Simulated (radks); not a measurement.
Valence configurations of Ce I (all share [Xe]). All-electron calculation, Dirac Kohn-Sham, PBEsol, spin-unpolarised, spherical densities, point nucleus; open shells are shared between the two j in proportion to 2j + 1. Program: a radial shooting solver on a logarithmic mesh with Libxc functionals. Energies are relative to 4f1 5d1 6s2; eigenvalues in eV.

valence              E (eV)  e(4f5/2)  e(4f7/2)  e(5d3/2)  e(5d5/2)  e(6p1/2)
4f2 6s2              -0.297    -0.818    -0.539         -         -         -
4f1 5d1 6s2           0.000    -5.608    -5.276    -3.194    -2.991         -
4f2 6s1.5 6p0.5       0.806    -1.359    -1.078         -         -    -1.641
4f1 5d2 6s1           0.908    -4.021    -3.692    -2.233    -2.056         -
4f1 5d0.5 6s2 6p0.5   1.004    -7.107    -6.773    -4.208    -3.986    -1.922
4f0.5 5d1.5 6s2       1.764    -8.531    -8.175    -3.715    -3.486         -
5d2 6s2               4.787         -         -    -4.236    -3.980         -
5d2 6s1 6p1           7.472         -         -    -5.181    -4.914    -2.083
5d1 6s2 6p1           8.145         -         -    -6.475    -6.180    -2.442

NIST lists [Xe] 4f1 5d1 6s2 as the ground configuration; this level of theory puts 4f2 6s2 lower, by 0.297 eV. The energies are those of spherical spin-averaged densities, not of single terms. No valid solution was reached for [Xe] 4f2 5d1 6s1.
